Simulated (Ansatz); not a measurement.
Computed with Ansatz.

`[NH2][AlH][O][SiH2][SiH3]` at its PBE0-D4/def2-TZVP geometry, where that method's forces vanish. Charge 0, multiplicity 1.

| atom | x (Å) | y (Å) | z (Å) |
| --- | --- | --- | --- |
| N1 | -1.556 | -1.472 | 1.196 |
| Al2 | -0.319 | -2.136 | 0.133 |
| O3 | 0.599 | -1.069 | -0.803 |
| Si4 | 1.081 | 0.396 | -1.318 |
| Si5 | 0.402 | 2.067 | 0.187 |
| H6 | -1.788 | -0.496 | 1.286 |
| H7 | -2.139 | -2.027 | 1.801 |
| H8 | -0.056 | -3.683 | 0.045 |
| H9 | 0.499 | 0.684 | -2.661 |
| H10 | 2.564 | 0.426 | -1.455 |
| H11 | -1.073 | 1.995 | 0.399 |
| H12 | 1.055 | 1.889 | 1.514 |
| H13 | 0.731 | 3.426 | -0.323 |

Question: For each bond, give half the difference of the two atoms' forces along it (eV/Å; positive pushes the atoms apart) under PBE-D4, r2SCAN-D4, B3LYP-D4, ωB97M-V in def2-TZVPP. (Estimate.)

Answer: The calculation gave: 
```csv
bond,length (Å),PBE-D4,r2SCAN-D4,B3LYP-D4,ωB97M-V
N1–Al2,1.761,-0.04,-0.02,0.06,0.05
N1–H6,1.007,0.21,0.03,0.00,-0.01
N1–H7,1.007,0.21,0.03,0.01,-0.01
Al2–O3,1.690,0.08,0.03,0.03,0.09
Al2–H8,1.571,-0.08,-0.06,-0.16,-0.21
O3–Si4,1.627,0.28,0.05,0.13,0.14
Si4–Si5,2.349,-0.15,0.00,0.09,0.03
Si4–H9,1.491,0.03,-0.02,-0.11,-0.15
Si4–H10,1.490,0.04,-0.03,-0.11,-0.15
Si5–H11,1.492,0.09,-0.01,-0.07,-0.09
Si5–H12,1.490,0.09,-0.01,-0.07,-0.09
Si5–H13,1.489,0.09,-0.02,-0.06,-0.10
```

B3LYP here is the variant with VWN-RPA as its local correlation; programs differ in this.
